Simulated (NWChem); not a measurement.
System: BeBrF; SMILES [F][Be][Br]

Input file for NWChem:

```
start job
memory heap 200 mb stack 900 mb global 1100 mb
geometry units angstroms noautosym nocenter noautoz
  Be     0.000000     0.000000     1.156386
  F      0.000000     0.000000     2.542201
  Br     0.000000     0.000000    -0.794495
end
basis spherical
  * library sto-3g
end
dft
  xc hfexch
  iterations 150
end
property
  shielding
end
task dft property
```

Output (shortened):

```
             Northwest Computational Chemistry Package (NWChem) 7.3.0
             --------------------------------------------------------

                             Geometry "geometry" -> ""
                             -------------------------

 Output coordinates in angstroms (scale by  1.889725989 to convert to a.u.)

  No.       Tag          Charge          X              Y              Z
 ---- ---------------- ---------- -------------- -------------- --------------
    1 Be                   4.0000     0.00000000     0.00000000     1.15638600
    2 F                    9.0000     0.00000000     0.00000000     2.54220100
    3 Br                  35.0000     0.00000000     0.00000000    -0.79449500

 Effective nuclear repulsion energy (a.u.)     101.6786078570

  xc_inp: hfexch multiplicative factor not found.
                              NWChem Property Module
                              ----------------------

  itol2e modified to match energy
  convergence criterion.

                                 NWChem DFT Module
                                 -----------------

 Summary of "ao basis" -> "ao basis" (spherical)
 ------------------------------------------------------------------------------
       Tag                 Description            Shells   Functions and Types
 ---------------- ------------------------------  ------  ---------------------
 Be                          sto-3g                  3        5   2s1p
 F                           sto-3g                  3        5   2s1p
 Br                          sto-3g                  8       18   4s3p1d

  itol2e modified to match energy
  convergence criterion.

            General Information
            -------------------
          SCF calculation type: DFT
          Wavefunction type:  closed shell.
          No. of atoms     :     3
          No. of electrons :    48
           Alpha electrons :    24
            Beta electrons :    24
          Charge           :     0
          Spin multiplicity:     1
          Use of symmetry is: off; symmetry adaption is: off
          Maximum number of iterations: 150
          AO basis - number of functions:    28
                     number of shells:    14
          Convergence on energy requested:  1.00D-07
          Convergence on density requested:  1.00D-05
          Convergence on gradient requested:  5.00D-04

              XC Information
              --------------
                     Hartree-Fock (Exact) Exchange  1.000

      Superposition of Atomic Density Guess
      -------------------------------------

 Sum of atomic energies:       -2656.99889228

      Non-variational initial energy
      ------------------------------

 Total energy =   -2657.184827
 1-e energy   =   -3922.703061
 2-e energy   =    1163.839626
 HOMO         =      -0.293266
 LUMO         =       0.167583

   convergence    iter        energy       DeltaE   RMS-Dens  Diis-err
 ---------------- ----- ----------------- --------- --------- ---------
 d= 0,ls=0.0,diis     1  -2657.2355056326 -2.76D+03  2.86D-02  2.78D-01
 d= 0,ls=0.0,diis     2  -2657.2964175451 -6.09D-02  7.33D-03  4.03D-02
 d= 0,ls=0.0,diis     3  -2657.3036750085 -7.26D-03  1.76D-03  8.23D-04
 d= 0,ls=0.0,diis     4  -2657.3039600483 -2.85D-04  5.25D-04  3.99D-05
 d= 0,ls=0.0,diis     5  -2657.3039797134 -1.97D-05  1.85D-04  2.98D-06
  Resetting Diis
 d= 0,ls=0.0,diis     6  -2657.3039811768 -1.46D-06  9.80D-06  2.13D-08
 d= 0,ls=0.0,diis     7  -2657.3039811848 -7.95D-09  2.41D-06  2.06D-09

         Total DFT energy =    -2657.303981184783
      One electron energy =    -3922.906549884136
           Coulomb energy =     1267.608461807703
    Exchange-Corr. energy =     -103.684500965341
 Nuclear repulsion energy =      101.678607856991

 Numeric. integr. density =        0.000000000000

                       DFT Final Molecular Orbital Analysis
                       ------------------------------------

 Vector   22  Occ=2.000000D+00  E=-4.148999D-01
              MO Center=  3.6D-16,  2.2D-16, -6.4D-01, r^2= 1.6D+00
   Bfn.  Coefficient  Atom+Function         Bfn.  Coefficient  Atom+Function
  ----- ------------  ---------------      ----- ------------  ---------------
    23      0.745870  3 Br pz                20     -0.409005  3 Br s
     2      0.351211  1 Be s                  5     -0.285835  1 Be pz
    19     -0.243345  3 Br pz                 1     -0.125516  1 Be s
    15      0.080710  3 Br pz                10      0.075974  2 F  pz
    16      0.055909  3 Br s                 12     -0.033358  3 Br s

 Vector   23  Occ=2.000000D+00  E=-3.367280D-01
              MO Center= -7.4D-16, -1.9D-15, -6.0D-01, r^2= 1.6D+00
   Bfn.  Coefficient  Atom+Function         Bfn.  Coefficient  Atom+Function
  ----- ------------  ---------------      ----- ------------  ---------------
    22      0.903039  3 Br py                21      0.363508  3 Br px
    18     -0.267270  3 Br py                 9     -0.201303  2 F  py
     4      0.122560  1 Be py                17     -0.107587  3 Br px
    14      0.088530  3 Br py                 8     -0.081032  2 F  px
     3      0.049335  1 Be px                13      0.035637  3 Br px

 Vector   24  Occ=2.000000D+00  E=-3.367280D-01
              MO Center= -8.3D-16,  3.5D-16, -6.0D-01, r^2= 1.6D+00
   Bfn.  Coefficient  Atom+Function         Bfn.  Coefficient  Atom+Function
  ----- ------------  ---------------      ----- ------------  ---------------
    21      0.903039  3 Br px                22     -0.363508  3 Br py
    17     -0.267270  3 Br px                 8     -0.201303  2 F  px
     3      0.122560  1 Be px                18      0.107587  3 Br py
    13      0.088530  3 Br px                 9      0.081032  2 F  py
     4     -0.049335  1 Be py                14     -0.035637  3 Br py

 Vector   25  Occ=0.000000D+00  E= 2.718294D-01
              MO Center=  8.1D-15, -3.3D-15,  1.2D+00, r^2= 1.9D+00
   Bfn.  Coefficient  Atom+Function         Bfn.  Coefficient  Atom+Function
  ----- ------------  ---------------      ----- ------------  ---------------
     3      0.911372  1 Be px                 8     -0.380092  2 F  px
     4     -0.365582  1 Be py                21     -0.337973  3 Br px
     9      0.152467  2 F  py                22      0.135572  3 Br py
    17      0.085031  3 Br px                18     -0.034109  3 Br py
    13     -0.028077  3 Br px

[...]

          -----------------------------------------
          Chemical Shielding Tensors (GIAO, in ppm)
          -----------------------------------------

                                NWChem CPHF Module
                                ------------------

  scftype          =     RHF
  nclosed          =       24
  nopen            =        0
  variables        =       96
  # of vectors     =        3
  tolerance        = 0.10D-03
  level shift      = 0.00D+00
  max iterations   =       50
  max subspace     =       30

 SCF residual:    2.6084401441810274E-005

Iterative solution of linear equations
  No. of variables       96
  No. of equations        3
  Maximum subspace       30
        Iterations       50
       Convergence  1.0D-04

   iter   nsub   residual    time
   ----  ------  --------  ---------
     1      3    1.03D+00       1.0
     2      6    7.55D-02       1.2
     3      9    2.16D-02       1.4
     4     12    2.45D-03       1.5
     5     15    3.89D-04       1.7
     6     18    4.82D-05       1.9

      Atom:    1  Be
        Diamagnetic
    148.5728      0.0000      0.0000
      0.0000    148.5728     -0.0000
      0.0000     -0.0000    166.2249

        Paramagnetic
    -60.3017     -0.0000     -0.0000
     -0.0000    -60.3017     -0.0000
     -0.0000     -0.0000     -0.0000

        Total Shielding Tensor
     88.2711     -0.0000     -0.0000
     -0.0000     88.2711     -0.0000
     -0.0000     -0.0000    166.2249

           isotropic =     114.2557
          anisotropy =      77.9538

          Principal Components and Axis System
                 1           2           3
              166.2249     88.2711     88.2711

      1        -0.0000      1.0000     -0.0000
      2        -0.0000     -0.0000      1.0000
      3         1.0000     -0.0000     -0.0000

      Atom:    2  F
        Diamagnetic
    439.6159      0.0000      0.0000
      0.0000    439.6159      0.0000
      0.0000      0.0000    477.4453

        Paramagnetic
    -86.0139     -0.0000     -0.0000
     -0.0000    -86.0139     -0.0000
     -0.0000     -0.0000     -0.0000

        Total Shielding Tensor
    353.6020     -0.0000     -0.0000
     -0.0000    353.6020     -0.0000
     -0.0000     -0.0000    477.4453

           isotropic =     394.8831
          anisotropy =     123.8433

          Principal Components and Axis System
                 1           2           3
              477.4453    353.6020    353.6020

      1        -0.0000      1.0000     -0.0000
      2        -0.0000     -0.0000      1.0000
      3         1.0000     -0.0000     -0.0000

      Atom:    3  Br
        Diamagnetic
   3090.3199     -0.0000     -0.0000
     -0.0000   3090.3199     -0.0000
     -0.0000     -0.0000   3103.5930

        Paramagnetic
    336.8961      0.0000     -0.0000
      0.0000    336.8961      0.0000
     -0.0000      0.0000      0.0000

        Total Shielding Tensor
   3427.2159      0.0000     -0.0000
      0.0000   3427.2159      0.0000
     -0.0000      0.0000   3103.5930

           isotropic =    3319.3416
          anisotropy =     161.8115

          Principal Components and Axis System
                 1           2           3
             3427.2159   3427.2159   3103.5930

      1         1.0000      0.0000     -0.0000
      2         0.0000      1.0000      0.0000
      3        -0.0000      0.0000      1.0000
```

Level: Hartree-Fock/STO-3G, GIAO. STO-3G and 3-21G are far too small for this property and stand as cheap habits. All runs use the structure optimised with PBE0/def2-SVP. The printed shielding anisotropy is the first printed principal value minus the mean of the other two.
